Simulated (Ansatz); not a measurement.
The Si1–H2 bond of CH4OSi (SMILES CO[SiH]) is stretched (multiplicity 1, the rest rigid).
Geometry at rest (charge 0, multiplicity 1):
```xyz
7

Si    -0.4080    -0.6790     0.9181
H     -1.3102    -1.1884    -0.2339
O      0.4506     0.4193     0.0465
C      0.3828     0.7821    -1.3262
H      0.1532     1.8459    -1.4010
H      1.3533     0.5993    -1.7897
H     -0.3865     0.2027    -1.8435
```

Frozen-core correlation.

Programs: Ansatz (Gaussian basis) for Hartree–Fock, density functionals and correlated methods. Each number belongs to the level named beside it.

FIC-MRCISD+Q on CASSCF(2,2)/cc-pV(T+d)Z, total energies (hartree):

| R (Å) | CASSCF | MRCISD | weight c² of the reference |
|---|---|---|---|
| 1.549 | -404.042233 | -404.514823 | 0.88053 |
| 2.711 | -403.967349 | -404.432943 | 0.88034 |
| 4.958 | -403.931779 | -404.393579 | 0.88128 |

**Question.** Add the Davidson correction (E_MRCISD − E_CASSCF)(1 − c²)/c² and give the energies above the first point at the three levels.

**Answer.** 
Corrections (hartree): -0.064121, -0.063286, -0.062209. Above the first point (kcal/mol):
- R = 2.711 Å: CASSCF 47.0, MRCISD 51.4, with the correction 51.9
- R = 4.958 Å: CASSCF 69.3, MRCISD 76.1, with the correction 77.3

Ansatz is a program for electronic structure.
